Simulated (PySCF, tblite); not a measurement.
Isomers of C2H8NSSi2 (doublet state), one GFN2-xTB conformer each. Single-point energies are computed at B3LYP/pcH-1 (PySCF, gas phase, no added dispersion term), electronic only. GFN2-xTB treats the open shell by occupation alone, and not every SCF solution was tested for stability.

```csv
SMILES,GFN2-xTB relative energy (kJ/mol)
C=N[SiH2]CS[SiH2],60.3
[H]/[C]=N\[SiH2]CS[SiH3],70.8
C=N[SiH]CS[SiH3],0.0
```

Conformers: `[CH2:1]=[N:2][SiH2:3][CH2:4][S:5][SiH2:6]` (doublet state) with C1–N2–Si3–C4 -107°, N2–Si3–C4–S5 77°, Si3–C4–S5–Si6 83°, C4–S5–Si6–H 43° and -85°; `[H]/[C:1]=[N:2]\[SiH2:3][CH2:4][S:5][SiH3:6]` (doublet state) with C1–N2–Si3–C4 -117°, N2–Si3–C4–S5 -166°, Si3–C4–S5–Si6 87°; `[CH2:1]=[N:2][SiH:3][CH2:4][S:5][SiH3:6]` (doublet state) with C1–N2–Si3–C4 180°, N2–Si3–C4–S5 -104°, Si3–C4–S5–Si6 75°.

Problem. What does B3LYP/pcH-1 give for the same structures?

Solution. 
```
                  SMILES  B3LYP/pcH-1 E (Eh)  B3LYP/pcH-1 (kJ/mol)  GFN2-xTB (kJ/mol)  point group
       C=N[SiH2]CS[SiH2]         -1112.95226                   0.0               60.3           C1
[H]/[C]=N\[SiH2]CS[SiH3]         -1112.94521                  18.5               70.8           C1
        C=N[SiH]CS[SiH3]         -1112.94344                  23.2                0.0           C1
```

GFN2-xTB puts C=N[SiH]CS[SiH3] lowest instead; measured from each level's own lowest isomer, the values differ by up to 60.3 kJ/mol (C=N[SiH2]CS[SiH2]: 60.3 against 0.0). Neighbours under 21 kJ/mol apart (C=N[SiH2]CS[SiH2] and [H]/[C]=N\[SiH2]CS[SiH3]; [H]/[C]=N\[SiH2]CS[SiH3] and C=N[SiH]CS[SiH3]) can change places with a better method, another conformer or zero-point energy.

Problem. What happens when harmonic zero-point energies from GFN2-xTB frequencies are added?

Solution. 
```tsv
SMILES	ZPE (kJ/mol)	electronic (kJ/mol)	with ZPE (kJ/mol)
C=N[SiH2]CS[SiH2]	234.7	0.0	0.0
[H]/[C]=N\[SiH2]CS[SiH3]	225.3	18.5	9.1
C=N[SiH]CS[SiH3]	235.5	23.2	24.0
```

The zero-point energies span 10.2 kJ/mol. The order is unchanged.

Problem. As an exercise, what shares would exp(−E/RT) give at 2000 K from these electronic energies alone (no entropy, no degeneracies)?

Solution. RT = 16.629 kJ/mol: C=N[SiH2]CS[SiH2] 63.4 %, [H]/[C]=N\[SiH2]CS[SiH3] 20.8 %, C=N[SiH]CS[SiH3] 15.8 %.
